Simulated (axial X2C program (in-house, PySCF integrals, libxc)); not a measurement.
# Ω levels of PtBr from open-shell CI on d9 s0 p(π)0

Calculated with an in-house all-electron X2C program for linear molecules (integrals from PySCF): two-component X2C with atomic mean-field Coulomb and Gaunt terms, basis Pt dyall-v3z, Br dyall-v3z (cores contracted in-house). Orbitals come from Hartree–Fock averaged over the configuration Pt d9 s0 p(π)0; CI then distributes these electrons over the d, s, p(π) shells of Pt.

R = 2.406 Å (near the minimum of the configuration average).

Active spinors (ω > 0):

```
shell    ω  ε (eV)                    character
    d  3/2  -11.91                     99% Pt d
    d  1/2  -11.47            91% Pt d, 5% Br p
    d  5/2  -10.50                    100% Pt d
    d  3/2  -10.35                     95% Pt d
    d  1/2   -9.90  82% Pt d, 13% Pt s, 3% Br p
    s  1/2    3.41           78% Pt s, 16% Pt p
 p(π)  1/2    1.22                     96% Pt p
 p(π)  3/2    1.29                     97% Pt p
```

Lowest levels of this model:

```json
{"Ω": "5/2", "energy (cm⁻¹)": "0", "g∥": "6.00", "μ (D)": "-5.31", "configuration": "100% d9"}
{"Ω": "3/2", "energy (cm⁻¹)": "556", "g∥": "3.54", "μ (D)": "-5.15", "configuration": "100% d9"}
{"Ω": "1/2", "energy (cm⁻¹)": "581", "g∥": "1.35", "μ (D)": "-5.10", "configuration": "100% d9"}
{"Ω": "1/2", "energy (cm⁻¹)": "9589", "g∥": "0.65", "μ (D)": "-4.97", "configuration": "100% d9"}
{"Ω": "3/2", "energy (cm⁻¹)": "9826", "g∥": "2.46", "μ (D)": "-5.23", "configuration": "100% d9"}
```

g∥ is the magnitude of 2⟨Lz + ge Sz⟩ for the +Ω component. μ is positive if the Br end is positive.

Q: From Ω and g∥ of the lowest level, whose 2⟨Lz + ge Sz⟩ is positive, find ⟨Sz⟩ and ⟨Lz⟩ (ge = 2.0023).

A: Ω = ⟨Lz⟩ + ⟨Sz⟩ = 5/2 and ⟨Lz⟩ + ge⟨Sz⟩ = 3.000, so ⟨Sz⟩ = 0.50 and ⟨Lz⟩ = 2.00.

Occupations of the active spinors in the lowest level by ω, shell by shell in order of energy: -5/2: 0.00; -3/2: 1.00 1.00 0.00; -1/2: 1.00 1.00 0.00 0.00; 1/2: 1.00 1.00 0.00 0.00; 3/2: 1.00 1.00 0.00; 5/2: 1.00. The leading determinant has weight 1.00 among 1119.

This point took 4.3 s on 1 thread of Intel(R) Xeon(R) Platinum 8488C (Sapphire Rapids) (shared host).

There is no dynamic correlation: spin–orbit spacings and, for f shells, spacings inside one term are the most reliable numbers, splittings between terms come out too wide, and energies between configurations are not reliable, so the lowest level need not be the ground state of the molecule. For d shells the ligand-field splittings (σ, π, δ) and their order can be off by a thousand cm⁻¹ or more. At most 4 roots were kept for each Ω > 0 (twice that for Ω = 0) within 3.2 eV of the lowest, so higher up levels can be missing between those listed; levels with Ω > 0 are doubly degenerate and listed once, Ω = 0 levels singly. Some active spinors are only partly of the character that their shell is named for, so the shell names and counts are nominal. States that fill the shells left empty in the average are placed too high.
